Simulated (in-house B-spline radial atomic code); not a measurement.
Configurations of Si⁺, with energies counted from [Ne] 3s2 3p1. Level of theory: scalar-relativistic (X2C) HSE06, spin-polarised, spherical fractional occupations, exact exchange averaged over the configuration, Fermi nucleus of rms radius 3.1224 fm; calculated with a B-spline radial code for spherical atoms. Shells without spins written out take the highest spin.

Occupations are held fixed; configurations that lie above the ionisation limit could autoionise.

| configuration | E - E(ref) (eV) | highest orbital | its <r> (bohr) |
| --- | --- | --- | --- |
| [Ne] 3s2 4p1 | 9.7541 | 4p up | 6.091 |
| [Ne] 3s2 4d1 | 11.963 | 4d up | 8.386 |
| [Ne] 3s1 3p1 4f1 | 19.068 | 4f up | 8.473 |
| [He] 2s2 2p5 3s2 3p1 4s1 | 111.17 | 4s up | 4.792 |
| [He] 2s2 2p5 3s2 3p1 4f1 | 116.47 | 4f up | 8.492 |

Order these further configurations by energy, lowest first.
A. [Ne] 3s1 3p1 3d1
B. [Ne] 3s1 3p1 4d1
C. [Ne] 3s1 3p2
D. [Ne] 3s2 3d1
E. [He] 2s2 2p5 3s2 3p1 4d1

C (5.0516 eV), D (8.6114 eV), A (14.225 eV), B (18.208 eV), E (115.41 eV).

How far above the reference does [He] 2s2 2p5 3s2 3p1 3d1 lie?

111.01 eV; its least bound orbital is 3d up with <r> = 3.141 bohr.
